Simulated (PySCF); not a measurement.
## Two-component Hartree-Fock for Sn³⁺ (tin, charge +3)

Start: [Kr] 4d9 5s1 5p1; 4d3/2 filled at m_j = -3/2, -1/2, +1/2, +3/2; 4d5/2 filled at m_j = -3/2, -1/2, +1/2, +3/2, +5/2; 5s1/2 filled at m_j = +1/2; 5p3/2 filled at m_j = +3/2. Calculated with PySCF 2.14 in x2c-TZVPall-2c with one added diffuse shell each of s, p, d, f type (9s10p6d3f, 90 functions): generalised Hartree-Fock with the X2C-1e Hamiltonian and a Gaussian nucleus; one run each with spin-orbit coupling (SO) switched off, then screened by Boettger's factors. This is a chosen level, not necessarily the ground level.

```
spinor shell  electrons  ε, spin-free (eV)  ε, screened SO (eV)  weight of nominal j (screened SO)  rms radius, screened SO (bohr)
       1s1/2          2           -29386.0             -29383.3                              1.000                          0.0333
       2s1/2          2            -4562.4              -4561.7                              1.000                           0.136
       2p1/2          2            -4092.6              -4252.8                              1.000                           0.118
       2p3/2          4            -4092.6              -4019.7                              1.000                           0.123
       3s1/2          2            -951.46              -951.30                              1.000                           0.361
       3p1/2          2            -794.18              -824.40                              1.000                           0.354
       3p3/2          4            -794.18              -780.38                              1.000                           0.366
       3d3/2          4            -552.64              -558.10                              0.999                           0.339
       3d5/2          6            -552.64              -548.87                              0.999                           0.342
       4s1/2          2            -196.94              -196.96                              1.000                           0.869
       4p1/2          2            -146.50              -152.94                              0.990                           0.922
       4p3/2          4            -146.50              -143.59                              0.995                           0.948
       4d3/2          4            -71.770              -72.787                              0.888                            1.13
       4d5/2          5            -71.770              -71.120                              0.910                            1.14
       5s1/2          1            -44.309              -44.324                              0.999                            2.23
       5p3/2          1            -34.345              -34.045                              1.000                            2.56
```

| quantity | spin-free | screened SO |
| --- | --- | --- |
| E (hartree) | -6170.20590 | -6171.67270 |
| M_J | 9/2 | 9/2 |
| ⟨J²⟩ | 24.763 | 24.762 |
| ⟨L²⟩ | 12.012 | 12.028 |
| ⟨S²⟩ | 3.751 | 3.768 |

Each row is a mean over spinors that exchange with the open shell spreads, by up to 7.526 eV (4p3/2).

Rows whose weight is well below 1 are mixtures of j = l ± 1/2: exchange outweighs spin-orbit coupling there, and the label is only the starting occupation.

Breit and QED terms are absent; they matter most for the inner s and p1/2 levels.

Densities and radii are taken from the X2C orbitals without a picture-change correction, which distorts them close to the nucleus.

Without spin-orbit coupling the j labels of p, d and f shells carry no meaning; the spin-free column gives the mean over the occupied spinors of each nl shell.
